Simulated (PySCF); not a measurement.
All values below come from PBE-D3(BJ)/def2-TZVP // B3LYP-D3(BJ)/def2-TZVP run with PySCF. All species are isolated molecules in the gas phase. One relaxed conformer stands for a flexible species; it need not be the lowest. Excitations are Tamm–Dancoff values on a coarser integration grid. The basis has no diffuse functions, so Rydberg states are missing or too high.

Reference species (SMILES): `C(B)=C` (neutral, multiplicity 1).

* **T1 excitation (TDA)**: 3.59 eV
* **S1 oscillator strength**: 0.000

Changed species: `C1BC1`.

Question: What does the change do to the T1 excitation (TDA) and S1 oscillator strength?

Answer: the T1 excitation (TDA) falls by 0.27 eV, to 3.32 eV; the S1 oscillator strength is nearly the same.
